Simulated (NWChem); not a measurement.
System: bromine (Br$_{2}$); SMILES BrBr

NWChem input:

```
start job
memory heap 200 mb stack 900 mb global 1100 mb
geometry units angstroms noautoz
  Br     0.000000     0.000000     1.149184
  Br     0.000000     0.000000    -1.149184
end
basis spherical
  * library 3-21g
end
dft
  xc b3lyp
  iterations 150
  mulliken
end
task dft energy
```

Coordinates come from a PBE0/def2-SVP optimisation.

Problem. What results follow from this input? (B3LYP/3-21G.) Quantities: basis functions; energy (Ha); highest occupied level (eV); orbital gap (eV).

Solution. 
```
Item                            Value
---------------------------  --------
number of basis functions          44
energy (Ha)                  -5123.56
highest occupied level (eV)     -7.45
orbital gap (eV)                 3.91
```
